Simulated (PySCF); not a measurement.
CuI, SMILES [Cu][I], multiplicity 1.

Geometry optimised at PBE0-D3(BJ)/def2-TZVP. The spin state was assumed, not searched. The def2 effective core potentials stand for the cores of I; spin–orbit coupling is left out.

Computed with PySCF with TDA-PBE0/def2-TZVPD.

Vertical excitations; the highest root listed may be one member of a degenerate set. Isolated molecule, no solvent. State labels are in the subgroup C2v.

**Question.** Estimate the UV-visible absorptions. (Estimate from the structure and the level; the computed values follow.)

**Answer.** 
| state | symmetry | energy (eV) | λ (nm) | f | main pairs |
|---|---|---|---|---|---|
| S1 | B1 | 2.63 | 471 | 0.011 | HOMO−1→LUMO (degenerate set) |
| S2 | B2 | 2.63 | 471 | 0.011 | HOMO→LUMO (degenerate set) |
| S3 | A1 | 3.23 | 384 | 0.039 | HOMO−2→LUMO 84 %, HOMO−7→LUMO 14 % |
| S4 | A1 | 3.50 | 354 | 0.000 | HOMO−3→LUMO (degenerate set) |
| S5 | A2 | 3.50 | 354 | 0.000 | HOMO−4→LUMO (degenerate set) |
| S6 | B1 | 4.03 | 308 | 0.000 | HOMO−6→LUMO (degenerate set) |
| S7 | B2 | 4.03 | 308 | 0.000 | HOMO−5→LUMO (degenerate set) |
| S8 | A1 | 5.25 | 236 | 0.036 | HOMO−7→LUMO 57 %, HOMO→LUMO+2 17 %, HOMO−1→LUMO+1 17 % |
| S9 | A1 | 5.50 | 225 | 0.000 | HOMO−1→LUMO+1, HOMO→LUMO+2 (degenerate set) |
| S10 | A2 | 5.50 | 225 | 0.000 | HOMO−1→LUMO+2, HOMO→LUMO+1 (degenerate set) |
| T1 | B1 | 2.31 | 537 | 0 | HOMO−1→LUMO (degenerate set) |
| T2 | B2 | 2.31 | 537 | 0 | HOMO→LUMO (degenerate set) |
| T3 | A1 | 2.56 | 484 | 0 | HOMO−2→LUMO 91 % |
| T4 | A1 | 3.19 | 389 | 0 | HOMO−3→LUMO 98 % |
Triplets are in the Tamm–Dancoff approximation.
